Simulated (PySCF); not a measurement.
# `CSC([SiH3])(C#N)C#N`, C$_{4}$H$_{6}$N$_{2}$SSi

Geometry:
```csv
atom,x (Å),y (Å),z (Å)
C1,2.252,0.357,0.591
S2,0.991,-0.947,0.507
C3,-0.450,0.023,-0.142
Si4,-1.939,-1.226,-0.303
C5,-0.108,0.555,-1.422
N6,0.204,0.953,-2.448
C7,-0.768,1.056,0.791
N8,-0.995,1.863,1.570
H9,3.150,-0.122,0.967
H10,1.928,1.137,1.276
H11,2.430,0.759,-0.404
H12,-3.056,-0.438,-0.816
H13,-2.161,-1.724,1.049
H14,-1.477,-2.245,-1.237
```

Method: quadratic response CAM-B3LYP/def2-SVPD first hyperpolarisability, Taylor convention, gas phase (PySCF 2.14.0). Geometry: GFN2-xTB.

(1) Give the tensor of the second harmonic β(−2ω;ω,ω) at 694.3 nm in the axes of these coordinates.

## Answers

(1) In au, Taylor convention; rows are the first index (the induced dipole):
```csv
,xx,yy,zz,xy,xz,yz
x,+89.7,+33.1,+9.7,+67.4,+6.8,+2.5
y,+69.4,+142.1,+41.5,+32.5,+3.1,-4.5
z,+5.5,-4.9,-18.3,+3.3,+12.4,+38.9
```
Norm of βᵢ = ⅓ Σⱼ (βᵢⱼⱼ + βⱼᵢⱼ + βⱼⱼᵢ): 284.1 au, hyper-Rayleigh value 105.2 au.
